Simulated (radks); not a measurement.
Values are calculated unless marked as measured or tabulated.
Charge is removed step by step from the 5p level of neutral osmium, starting from [Xe] 4f14 5d6 6s2. Code: a radial shooting solver on a logarithmic mesh with Libxc functionals. Model: scalar-relativistic Kohn-Sham, r2SCAN, spin-unpolarised, spherical densities, finite nucleus; meta-GGA in the generalised Kohn-Sham scheme; Fermi nuclear charge, rms radius 5.4126 fm.

| removed (e) | E - E(0) (eV) | eigenvalue (eV) | E minus straight line (eV) |
|---|---|---|---|
| 0 | 0.000 | -52.321 | 0.000 |
| 0.125 | 6.625 | -53.785 | -0.679 |
| 0.25 | 13.434 | -55.288 | -1.173 |
| 0.375 | 20.434 | -56.827 | -1.476 |
| 0.5 | 27.629 | -58.400 | -1.586 |
| 0.625 | 35.022 | -60.004 | -1.496 |
| 0.75 | 42.617 | -61.638 | -1.205 |
| 0.875 | 50.418 | -63.300 | -0.707 |
| 1 | 58.429 | -64.989 | 0.000 |

Removing the whole electron costs 58.429 eV by Delta-SCF, against 52.321 eV from minus the eigenvalue at the starting occupation. Slater's transition state (half an electron removed) gives 58.400 eV. Integrating minus the eigenvalue over the occupation (Janak's theorem) gives 58.484 eV. In this scalar-relativistic scheme the density is built from large components alone, so the theorem holds only approximately. The mean slope of the eigenvalue, de/dn, is 12.7 eV per electron.
